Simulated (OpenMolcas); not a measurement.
Cu4+: the spin-orbit constant, Racah parameters, worked from levels

- Program: OpenMolcas 26.06
- Basis: ANO-RCC-VTZP [6s5p3d2f1g]
- Scalar Hamiltonian: DKH2, point nucleus
- Active space: 7 electrons in 5 orbitals (3d)
- State averaging: 2S+1 = 4 even, 10 roots; 2S+1 = 2 even, 40 roots (35 in the spin-orbit step)
- Spin-orbit coupling: state interaction with AMFI integrals over the reference wave functions, term energies averaged over their components

Methods: CASSCF; SS-CASPT2, IPEA 0.25 Eh, imaginary shift 0.1 Eh (closed shells correlated: 3s 3p). Measured levels: Sugar and Musgrove, J. Phys. Chem. Ref. Data 19, 527 (1990).

**The spin-orbit constant.** For the Hund term 4F of d7, E(J) = (A/2) J(J+1) + constant and ζ = -2S·A = -3A. From J = 3/2 to J = 9/2 the energy changes by 10.5 A.

```json
{"Source": "CASSCF", "E(9/2) - E(3/2)": "-3426.8", "A": "-326.4", "ζ": "979"}
{"Source": "SS-CASPT2", "E(9/2) - E(3/2)": "-3416.6", "A": "-325.4", "ζ": "976"}
{"Source": "measured", "E(9/2) - E(3/2)": "-3528.1", "A": "-336.0", "ζ": "1008"}
```

All in cm-1. SS-CASPT2 is off by -3.2 % and CASSCF by -2.9 %. Both methods take the spin-orbit matrix elements from the reference wave functions, so the second can move ζ only through the term energies and any multistate remixing. Second-order mixing with other terms is absorbed into this ζ.

**Racah parameters.** Above 4F, d7 has 4P at 15B, 2G at 4B + 3C and 2H at 9B + 3C. The first two fix B and C, and the third tests them; where it misses by thousands of cm-1, two parameters do not describe the configuration (Trees and configuration-interaction terms are left out) and B and C hang on the terms chosen. Term energies are centres of gravity, weighted by 2J + 1.

```
   Source     4P     2G     B     C   C/B  2H from B, C  2H found
   CASSCF  23767  24260  1584  5974  3.77         32178     32423
SS-CASPT2  19763  21469  1318  5400  4.10         28062     29071
 measured  19534  21696  1302  5496  4.22         28206     29491
```

Energies in cm-1. From CASSCF to SS-CASPT2, B changes by -16.8 % and C by -9.6 %. Against the measured terms, SS-CASPT2 has B off by +1.2 % and C by -1.7 %.

CASPT2 breaks the degeneracy within a term, and the mean is taken; among the terms shown or strongly mixed into the levels shown the widest spread is 1300 cm-1 (3d7 2H, SS-CASPT2). Some high roots are left out of the spin-orbit mixing, which shifts the levels that they would mix with. Without dynamic correlation excited terms often stand tens of per cent too high (terms of higher spin than the ground term too low), and those without a measured partner can miss by more than the paired ones (holds for CASSCF). Measured partners are found by configuration, term and J. A level has none where our copy of the source lacks it or the pairing is in doubt (some pairs that miss far off the trend of their configuration count as doubtful), and it then counts in no deviation. Levels of configurations outside the active space are missing.
